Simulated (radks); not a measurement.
The rubidium ion Rb26+, configuration [Ne] 3s1. Calculated with a radial shooting solver on a logarithmic mesh with Libxc functionals: scalar-relativistic Kohn-Sham, PBE, spin-polarised, spherical densities, finite nucleus; open shells are filled with parallel spins first (spin-orbit coupling, left out, can overturn this in heavy ions); Fermi nuclear charge, rms radius 4.2036 fm.

Normalised radial functions P(r) = r R(r), r in bohr:

| r | 3s up |
|---|---|
| 0.001362 | 0.1053 |
| 0.00169 | 0.1280 |
| 0.002114 | 0.1562 |
| 0.002624 | 0.1885 |
| 0.003283 | 0.2279 |
| 0.004074 | 0.2720 |
| 0.005097 | 0.3240 |
| 0.006326 | 0.3796 |
| 0.007851 | 0.4389 |
| 0.009822 | 0.5013 |
| 0.01219 | 0.5571 |
| 0.01525 | 0.6022 |
| 0.01893 | 0.6222 |
| 0.02368 | 0.6034 |
| 0.02939 | 0.5306 |
| 0.03648 | 0.3882 |
| 0.04563 | 0.1567 |
| 0.05664 | -0.1425 |
| 0.07085 | -0.4994 |
| 0.08794 | -0.8227 |
| 0.11 | -1.0305 |
| 0.1365 | -0.9919 |
| 0.1695 | -0.6368 |
| 0.212 | 0.0496 |
| 0.2631 | 0.8549 |
| 0.3292 | 1.5370 |
| 0.4086 | 1.7707 |
| 0.5111 | 1.4942 |
| 0.6344 | 0.9402 |
| 0.7873 | 0.4267 |
| 0.985 | 0.1250 |
| 1.222 | 0.0238 |

3s up: eigenvalue -1275.0 eV, 2 radial nodes at r = 0.0514, 0.209 bohr, <r> = 0.427 bohr, 90 % of the charge inside 0.618 bohr.
